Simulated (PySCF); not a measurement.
Isomers of H5FSi3. Gas-phase values, no solvent. One relaxed conformer stands for each flexible species; it need not be the lowest. Strings in code marks are SMILES.

Calculation: ωB97X-D3(BJ)/def2-TZVP run with PySCF. Excitations are Tamm–Dancoff values on a coarser integration grid. The basis has no diffuse functions, so Rydberg states are missing or too high.

```
species                                        HOMO (eV)  S1 excitation (TDA) (eV)  LUMO (eV)  dipole moment (D)  brightest of the four lowest singlets (TDA) (eV)  S1 oscillator strength
---------------------------------------------  ---------  ------------------------  ---------  -----------------  ------------------------------------------------  ----------------------
`F[Si](=[SiH2])[SiH3]`                             -8.07                      3.45      -0.07               1.09                                              4.27                   0.006
`[SiH](=[SiH]\[SiH3])/F`                           -8.33                      3.94      -0.28               0.58                                              4.26                   0.028
`[SiH](/[SiH3])=[SiH]/F`                           -8.23                      3.91      -0.27               0.94                                              4.24                   0.022
`F[SiH2][SiH]=[SiH2]` (F–Si–Si–Si torsion 1°)      -8.17                      4.05      -0.13                  –                                              4.25                   0.001
```
